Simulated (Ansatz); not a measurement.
Basis-set extrapolation for CH3BClFS, SMILES `CSB(F)Cl` (PBE0-D4/def2-TZVP geometry, frozen core, Ansatz 0.2.0). Multiplicity 1, RHF reference.

```tsv
	def2-TZVPP	def2-QZVPP
HF	-1020.996115	-1021.027144
MP2 correlation	-0.881588	-0.958545
CCSD(T) correlation	-0.963045	not run
```

Energies in hartree. Use E(X) = E(∞) + A·exp(−7.88·√X) for Hartree–Fock and E(X) = E(∞) + B·X^(−2.97) for correlation, with X = 3 and 4, and add CCSD(T) minus MP2 of the smaller set to the MP2 limit.

What is the CCSD(T) energy at the basis-set limit?

HF limit: -1021.027144 + (-0.031029) × 0.13774 = -1021.03142. MP2 limit: -0.958545 + (-0.076957) × 0.74074 = -1.01555. Higher-order term: -0.963045 − (-0.881588) = -0.08146. Total: -1022.12843 hartree, 106.2 kcal/mol below CCSD(T)/def2-TZVPP.
